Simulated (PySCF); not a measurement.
Relaxation of singlet VNI2

Level of theory: PBE0/[V def2-SVP, N def2-SVP, I def2-SVP with ECP28], scalar-relativistic core potentials, density fitting, no spin–orbit coupling, PySCF. A (50,194) grid was used.

A hand-made trigonal planar start, of C2v symmetry, held to at least that symmetry:

Coordinates in bohr (charge 0 multiplicity 1):
```
V    -0.9330   -1.6160    0.0000
N    -2.5582   -4.4309    0.0000
I     4.1126   -1.6160    0.0000
I    -3.4558    2.7536    0.0000
```

Optimiser trace:
```tsv
step	E − E(last) (kJ/mol)	largest gradient (Eh/bohr)
0	143.25	0.14536
1	21.92	0.03759
2	11.33	0.05174
3	3.85	0.01077
4	1.54	0.00301
5	0.34	0.00550
6	0.02	0.00263
7	0.00	0.00052
8	0.00	0.00001
```

It ends at C2v with V–I 2.537 Å (×2), V–N 1.492 Å; I–V–I 137.1°, I–V–N 111.4° (×2) (after a last refinement on a finer grid). The frequency run here used a shortcut that can spoil soft modes, so no verdict on minimum or saddle point is given. Other isomers or separated fragments may lie lower.

Stability towards spin polarisation was not tested.

The relaxation took about 3 core-minutes on a shared host.
